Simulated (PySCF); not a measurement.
Atoms are numbered as in `[BH2:1][CH2:2][CH2:3][CH3:4]`; H(Xn) means a hydrogen on atom n.

Geometry: PBE0-D3(BJ)/def2-SVP; GIAO absolute shieldings from PySCF 2.14.0 with density-fitted response routines, gas phase, non-relativistic, averaged over equivalent atoms.

At PBE0/pcSseg-1 (113 basis functions, 7.1 s wall time on 1 thread of an Arm Neoverse V1, shared host):
```
atoms  σ (ppm)
   B1      8.6
   C2    145.9
   C3    160.1
   C4    165.4
H(B1)    23.47
H(C2)    29.65
H(C3)    29.66
H(C4)    30.25
```

**Question.** Estimate the result of repeating the calculation with mPW1PW91/pcSseg-2.

**Answer.** 
| atoms | σ at mPW1PW91/pcSseg-2 | change |
| --- | --- | --- |
| B1 | 6.0 | -2.6 |
| C2 | 144.0 | -1.9 |
| C3 | 157.7 | -2.4 |
| C4 | 164.0 | -1.4 |
| H(B1) | 23.65 | +0.18 |
| H(C2) | 29.65 | +0.00 |
| H(C3) | 29.58 | -0.08 |
| H(C4) | 30.33 | +0.08 |

The largest change is at B1 (boron bonded to C, 2 H). Cost: 270 basis functions, 24 s wall time on 1 thread of an Arm Neoverse V1, shared host. The order of the carbon signals is the same at both levels.

A carbon bonded to boron is broadened by the quadrupolar boron nucleus and is often missing from a measured spectrum.
